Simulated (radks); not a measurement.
Mn, configuration [Ar] 3d5 4s2. Method: Dirac Kohn-Sham, LDA (Slater exchange, Perdew-Wang correlation), spin-unpolarised, spherical densities, finite nucleus; open shells are shared between the two j in proportion to 2j + 1; Fermi nuclear charge, rms radius 3.7057 fm; computed with a radial shooting solver on a logarithmic mesh with Libxc functionals.

Spin-orbit splittings of the eigenvalues, e(l+1/2) - e(l-1/2), with zeta = 2 splitting/(2l+1) and mean radii in bohr:

shell	occ.	splitting (eV)	zeta (eV)	<r> j=l-1/2	<r> j=l+1/2
2p	6	10.40	6.935	0.2454	0.2484
3p	6	1.281	0.8540	0.8991	0.9084
3d	5	0.1189	0.04755	1.218	1.225
